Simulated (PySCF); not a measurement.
Ligands exchanged one at a time, Si Br-NH2. All species are isolated molecules in the gas phase. One relaxed conformer stands for each flexible species; it need not be the lowest. Strings in code marks are SMILES.

Method: PySCF with B3LYP-D3(BJ)/def2-TZVP // PBE0-D3(BJ)/def2-TZVP. B3LYP has the VWN-RPA correlation part, as in Gaussian. Excitations are Tamm–Dancoff values on a coarser integration grid. The basis has no diffuse functions, so Rydberg states are missing or too high.

| species | S1 excitation (TDA) (eV) | dipole moment (D) | S1–T1 gap (TDA) (eV) | S1 oscillator strength |
|---|---|---|---|---|
| 0 of 4 Br replaced by NH2 (`Br[Si](Br)(Br)Br`) | ? | 0.00 | – | 0.000 |
| 2 of 4 Br replaced by NH2 (`[Si](N)(Br)(Br)N`) | 6.44 | 2.42 | 0.37 | 0.003 |
| 3 of 4 Br replaced by NH2 (`N[Si](N)(N)Br`) | ? | – | 0.38 | 0.030 |
| 4 of 4 Br replaced by NH2 | 5.96 | – | 0.24 | ? |

Some entries are withheld; supply them.


- 0 of 4 Br replaced by NH2 (`Br[Si](Br)(Br)Br`), S1 excitation (TDA) (eV): 5.53
- 3 of 4 Br replaced by NH2 (`N[Si](N)(N)Br`), S1 excitation (TDA) (eV): 6.63
- 4 of 4 Br replaced by NH2, S1 oscillator strength: 0.000
